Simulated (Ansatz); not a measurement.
CH$_{6}$NO$_{3}$Ta, SMILES `C[N]=[Ta]([OH])([OH])[OH]`, relaxed with RKS PBE0-D4/def2-TZVP in Ansatz from a PBE-D4/def2-SVP geometry. The force threshold is 0.005 eV/Å; the program also tests the step.

Total charge 0; spin multiplicity 1. Ta: def2 effective core potential.

Start:

```xyz
12

C    -1.147    0.068    1.725
N    -0.358    0.018    0.542
Ta    0.630   -0.039   -0.947
O     1.185   -1.865   -1.249
O    -0.449    0.591   -2.421
O     2.171    1.102   -0.704
H    -1.243   -0.934    2.203
H    -2.181    0.430    1.520
H    -0.709    0.751    2.488
H     1.018   -2.681   -0.749
H    -1.367    0.907   -2.453
H     2.450    1.652    0.046
```

(1) By how much does the energy fall, and how many steps does the optimiser take? (Best estimate.)

(2) Which bonds change most? (Best estimate.)

(3) Give the relaxed structure. (Estimate.)

Results:

(1) Computed: 1.45 kcal/mol, in 5 steps.

(2) The calculation gave: N2–Ta3 from 1.788 to 1.768 Å; C1–H8 from 1.115 to 1.096 Å; C1–H9 from 1.115 to 1.096 Å; C1–H7 from 1.115 to 1.096 Å.

(3) Ansatz gave: 
```xyz
12

C    -1.144    0.066    1.723
N    -0.361    0.021    0.543
Ta    0.617   -0.036   -0.929
O     1.179   -1.842   -1.245
O    -0.434    0.584   -2.409
O     2.154    1.091   -0.710
H    -1.234   -0.925    2.182
H    -2.159    0.426    1.516
H    -0.704    0.737    2.471
H     1.005   -2.637   -0.743
H    -1.339    0.890   -2.435
H     2.422    1.627    0.035
```
